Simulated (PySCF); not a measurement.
Badger's rule along the third period: bonds to Se

CCSD(T) in PySCF with def2-TZVPP on every atom, for the lowest determinant that a PBE0 search found; no spin–orbit coupling. Badger's rule says that Re = d + c·k^(−1/3) for bonds between atoms of fixed rows.

```tsv
molecule	state (unpaired electrons)	Re (Å)	k (mdyn/Å)
SeS	triplet (π ↑↑)	2.046	4.14
SeCl	doublet (π ↑)	2.137	?
AlSe	doublet (σ ↑)	2.173	?
NaSe	doublet (π ↑)	2.610	0.755
```

Fix c and d from SeS and NaSe.

c = (2.61 − 2.046)/(0.755^(−1/3) − 4.14^(−1/3)) = 1.186, d = 2.046 − c·4.14^(−1/3) = 1.307 Å.

Predict k of the others and set the computed values beside them.



```tsv
molecule	k by the rule	k computed	difference (%)
SeCl	2.92	2.82	4
AlSe	2.57	2.74	-6
```

The rule misses by 5 % on average, well for two fitted constants.

Correlated steps freeze the inner cores (10 to 14 orbitals); shallow outer-core shells are correlated. UHF and ROHF references stand side by side, which adds small steps between rows. Spin–orbit coupling is left out. States were picked by a PBE0 search and need not be the measured ground states.
